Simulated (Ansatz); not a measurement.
The first iterations of a band of ClF5Mo + H2 (9 atoms, charge 0, multiplicity 1).

These are results of Ansatz 0.2.0, RKS BLYP-D4/def2-SVP, not measurements.

| Quantity | Value |
| --- | --- |
| movable images | 9 |
| climbing image | yes |
| spring | 50.0 eV/Å² |
| optimiser | quadratic models (default) |
| start path | through a guess of the saddle point |
| force threshold | 0.03 eV/Å |
| iteration limit | 60 |
| end points | relaxed |

First end point:

```xyz
9
Properties=species:S:1:pos:R:3
Mo 0.137 -0.295 -0.263
F -0.054 -0.194 1.583
F 1.979 -0.128 -0.038
F 0.027 1.553 -0.386
Cl -2.140 -0.497 -0.533
F 0.327 -2.138 -0.138
F 0.409 -0.400 -2.096
H -2.008 2.386 2.025
H -1.626 1.830 2.391
```

Last end point:

```xyz
9
Properties=species:S:1:pos:R:3
Mo -0.300 -0.015 -0.177
F -0.032 0.595 2.235
F 1.535 -0.106 0.234
F -0.156 1.856 0.031
Cl -2.253 -0.783 -1.264
F -0.386 -1.622 0.732
F 0.185 0.263 -1.950
H -1.697 0.419 0.643
H 0.154 1.509 2.059
```

| iteration | highest image above the first end (eV) | largest band force component (eV/Å) |
| --- | --- | --- |
| 1 | 5.028 | 5.845 |
| 2 | 2.870 | 2.553 |
| 3 | 2.330 | 5.053 |
| 4 | 2.093 | 0.939 |
| 5 | 1.935 | 1.241 |

Task: Does the band converge within its limit, and where does its top end?

Result: It converged. It ended after 17 iterations with the highest image 1.636 eV above the first end. Another band between the same ends (9 images) ends at a top of the same energy, where a vibrational analysis finds 1 clearly imaginary mode. The orbitals stay closed-shell, which can raise the energy where a bond breaks towards radicals; this wasn't checked here.

The run took 120 s on 4 threads of AMD EPYC 9R45 96-Core Processor (Zen 5), on a shared host, peak memory 0.22 GiB.
